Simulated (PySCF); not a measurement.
## [C$_{4}$H$_{4}$F$_{4}$PSi]+, charge +1

Cartesian coordinates in Å; atom numbers follow the order of the lines, from 1:
```xyz
14

F    -3.4725    0.0994    1.7351
C    -2.8348   -0.0196    0.6052
F    -3.5450   -0.6415   -0.3097
C    -1.6017    0.4134    0.3351
F    -0.8795    1.0420    1.2886
P    -0.7899    0.2220   -1.2978
C     1.0498   -1.8259   -0.3932
F     1.6090   -2.9054   -0.0788
C     0.6758   -0.6789   -0.6230
Si    2.3673    0.5948   -0.0469
H    -0.1661    1.4830   -1.2216
H     1.6429    1.3557    0.9648
H     2.5122    1.1501   -1.3920
H     3.4319   -0.2897    0.4120
```

Total charge +1.

Method used: GIAO HF/pcSseg-0 magnetisability, rotational g tensor and spin-rotation constants, non-relativistic, gas phase (PySCF 2.14.0). Geometry: GFN2-xTB.

The bonding changed while the geometry was optimised; results refer to the coordinates, not to the name. For an ion the centre-of-mass motion in the field is neglected.

How diamagnetic is it, and how anisotropic?

Isotropic -1567 × 10⁻³⁰ J/T², or -94.4 × 10⁻⁶ cm³/mol; principal values -1638, -1604, -1460 × 10⁻³⁰ J/T², anisotropy 164 × 10⁻³⁰ J/T² (root of half the summed squared differences of the principal values). The susceptibility is in cgs units.

Split it along the inertial axes a, b, c into diamagnetic and paramagnetic parts about the centre of mass, with the quadrupole moment.


```
axis  χ (10⁻⁶ cm³/mol)  diamagnetic (10⁻⁶ cm³/mol)  paramagnetic (10⁻⁶ cm³/mol)  summed x² of all electrons (Å²)  quadrupole Θ (D Å)
   a             -96.5                      -895.9                        799.4                            438.0              +21.19
   b             -96.3                     -2199.6                       2103.3                            130.8               -3.80
   c             -90.3                     -2413.1                       2322.8                             80.4              -17.39
```
Anisotropies 2χaa − χbb − χcc = -6.5 and 2χbb − χaa − χcc = -5.7 × 10⁻⁶ cm³/mol. Θ is traceless in Buckingham's convention.

And the rotational g tensor?


```csv
axis,rotational constant (GHz),g,nuclear part,electronic part
a,1.3842,-0.0126,0.5072,-0.5198
b,0.5120,-0.0012,0.5047,-0.5059
c,0.4637,-0.0006,0.5054,-0.5060
```
Asymmetric top; isotopes 12C, 19F, 1H, 31P, 28Si; no vibrational averaging.
